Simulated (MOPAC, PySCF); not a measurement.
C6H16GeS2, SMILES `CS[CH2][Ge]([CH3])([CH3])[CH2]SC`, neutral singlet in the gas phase. 

Cartesian coordinates (Å):
SMILES: CS[CH2][Ge]([CH3])([CH3])[CH2]SC
```xyz
25

C     -4.1633     1.3764     0.8824
S     -3.0550     0.5810    -0.3227
C     -1.4866     0.6157     0.5960
Ge    -0.0500    -0.2078    -0.4965
C     -0.4952    -2.0806    -0.8644
C      0.1916     0.8201    -2.1476
C      1.6064    -0.1186     0.5915
S      2.9890    -0.8548    -0.3311
C      4.3400    -0.6430     0.8704
H     -3.8351     2.4035     1.1063
H     -5.1649     1.4136     0.4297
H     -4.2160     0.7962     1.8169
H     -1.5827     0.0568     1.5423
H     -1.2041     1.6548     0.8357
H     -1.4329    -2.1434    -1.4359
H     -0.6248    -2.6325     0.0791
H      0.3125    -2.5577    -1.4385
H      0.4402     1.8659    -1.9109
H     -0.7339     0.8083    -2.7417
H      1.0115     0.3940    -2.7442
H      1.4433    -0.6612     1.5382
H      1.8220     0.9365     0.8309
H      4.5094     0.4220     1.0939
H      5.2500    -1.0602     0.4152
H      4.1285    -1.1849     1.8054
```
Charge 0, spin multiplicity 1.

All levels are single points at this geometry (B3LYP-D3(BJ)/def2-SVP); Pople sets use spherical d functions. Orbital energies aren't observables, and empty levels follow the basis.

```json
[
 {"level": "CAM-B3LYP-D3(BJ)/def2-SVP in PySCF", "HOMO (eV)": "-7.43", "LUMO (eV)": "2.05", "gap (eV)": "9.48", "dipole (D)": "2.46", "vertical IE, Delta-SCF (eV)": "8.19"},
 {"level": "PBE0-D3(BJ)/def2-SVP in PySCF", "HOMO (eV)": "-6.12", "LUMO (eV)": "1.03", "gap (eV)": "7.15", "dipole (D)": "2.59", "vertical IE, Delta-SCF (eV)": "7.76"},
 {"level": "B3LYP/6-311+G** (LANL2DZ on Ge) in PySCF", "HOMO (eV)": "-6.07", "LUMO (eV)": "-0.14", "gap (eV)": "5.93", "dipole (D)": "2.71", "vertical IE, Delta-SCF (eV)": "–"},
 {"level": "B3LYP/LANL2DZ in PySCF", "HOMO (eV)": "-5.91", "LUMO (eV)": "1.07", "gap (eV)": "6.98", "dipole (D)": "3.05", "vertical IE, Delta-SCF (eV)": "–"},
 {"level": "M06-2X/6-31G* in PySCF", "HOMO (eV)": "-7.33", "LUMO (eV)": "1.91", "gap (eV)": "9.25", "dipole (D)": "2.79", "vertical IE, Delta-SCF (eV)": "–"},
 {"level": "PBE/6-31G* in PySCF", "HOMO (eV)": "-4.83", "LUMO (eV)": "0.25", "gap (eV)": "5.08", "dipole (D)": "2.76", "vertical IE, Delta-SCF (eV)": "–"},
 {"level": "SVWN5/6-31G* in PySCF", "HOMO (eV)": "-4.87", "LUMO (eV)": "0.06", "gap (eV)": "4.93", "dipole (D)": "2.85", "vertical IE, Delta-SCF (eV)": "–"},
 {"level": "HF/3-21G in PySCF", "HOMO (eV)": "-9.19", "LUMO (eV)": "5.21", "gap (eV)": "14.40", "dipole (D)": "3.19", "vertical IE, Delta-SCF (eV)": "–"},
 {"level": "HF/6-31G* in PySCF", "HOMO (eV)": "-9.06", "LUMO (eV)": "4.69", "gap (eV)": "13.75", "dipole (D)": "2.93", "vertical IE, Delta-SCF (eV)": "8.29"},
 {"level": "HF/STO-3G in PySCF", "HOMO (eV)": "-6.57", "LUMO (eV)": "11.45", "gap (eV)": "18.02", "dipole (D)": "1.52", "vertical IE, Delta-SCF (eV)": "–"},
 {"level": "AM1 in MOPAC", "HOMO (eV)": "-8.55", "LUMO (eV)": "0.43", "gap (eV)": "8.98", "dipole (D)": "2.96", "vertical IE, Delta-SCF (eV)": "–"},
 {"level": "PM6 in MOPAC", "HOMO (eV)": "-8.35", "LUMO (eV)": "0.76", "gap (eV)": "9.11", "dipole (D)": "3.00", "vertical IE, Delta-SCF (eV)": "–"},
 {"level": "PM7 in MOPAC", "HOMO (eV)": "-8.31", "LUMO (eV)": "-0.24", "gap (eV)": "8.08", "dipole (D)": "3.01", "vertical IE, Delta-SCF (eV)": "–"}
]
```
